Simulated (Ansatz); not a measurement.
V5O22H19. The state is a singlet with charge 0. Geometry r2SCAN-D4/def2-SVP.

```xyz
46

V     2.078    0.224    0.229
V    -1.408    2.103   -2.016
V     1.739    1.411   -4.390
V     1.451   -1.903    3.803
V    -2.218   -1.436    1.173
O     2.719   -1.972    5.009
O    -3.373   -2.611    0.585
O    -0.049   -2.715    4.421
O     1.965   -2.689    2.395
O    -3.181   -0.887    2.567
O     3.145    0.398    1.623
O    -1.248   -1.214   -0.268
O     1.024   -0.404    3.457
O     1.391   -1.461    0.297
O    -1.141    0.402    1.883
O    -1.058   -2.402    2.011
O    -3.406    0.099    0.170
O     2.657    0.164   -3.661
O    -1.791    2.732   -3.604
O     0.800    1.296    0.326
O     2.904    0.470   -1.126
O     0.161    2.966   -1.336
O    -1.037    0.507   -2.114
O    -2.579    2.306   -0.933
O     1.715    2.646   -3.377
O     2.405    1.886   -5.940
O     0.062    0.855   -4.607
H     2.989   -1.206    5.537
H    -3.368   -2.783   -0.370
H     0.038   -3.650    4.667
H     1.743   -2.253    1.460
H    -3.006    0.022    2.862
H     2.629    0.528    2.442
H    -1.222   -0.507   -1.012
H    -0.498    0.141    2.579
H     0.431   -1.560    0.067
H    -0.534    0.824    1.214
H    -0.975   -2.559    2.992
H    -4.194    0.298    0.696
H     2.869    0.235   -2.670
H    -1.294    2.237   -4.298
H     0.518    2.314   -0.555
H    -3.078    0.975   -0.196
H     0.872    2.987   -2.047
H     2.686    2.796   -6.113
H    -0.332    0.390   -3.831
```

HSE06 is defined as in plane-wave codes, on full-range PBE exchange. Single mean-field runs in def2-SVP, def2-mTZVP are fitted with def2-universal-jkfit. In the singlet geometry the species has come apart into loosely held pieces.

**Question.** Estimate the orbital energies around the gap (eV) in Ansatz with HF/def2-SVP, PBE-D4/def2-SVP, r2SCAN-D4/def2-mTZVP, PBE0-D4/def2-SVP, HSE06-D4/def2-SVP.

**Answer.** 
```
orbital  HF/def2-SVP  PBE-D4/def2-SVP  r2SCAN-D4/def2-mTZVP  PBE0-D4/def2-SVP  HSE06-D4/def2-SVP
 HOMO−5       -13.72            -7.43                 -8.01             -9.20              -8.80
 HOMO−4       -13.59            -7.38                 -7.98             -9.20              -8.79
 HOMO−3       -13.50            -7.33                 -7.88             -9.09              -8.69
 HOMO−2       -13.34            -7.20                 -7.76             -8.96              -8.56
 HOMO−1       -13.28            -7.18                 -7.76             -8.93              -8.52
   HOMO       -13.11            -7.05                 -7.60             -8.79              -8.39
   LUMO        -0.48            -4.27                 -4.53             -3.76              -4.14
 LUMO+1        -0.33            -4.17                 -4.47             -3.69              -4.07
 LUMO+2        -0.24            -3.95                 -4.25             -3.49              -3.87
 LUMO+3         0.69            -3.71                 -3.91             -3.05              -3.43
 LUMO+4         0.79            -3.56                 -3.76             -2.92              -3.30
 LUMO+5         1.09            -3.34                 -3.55             -2.68              -3.07
```
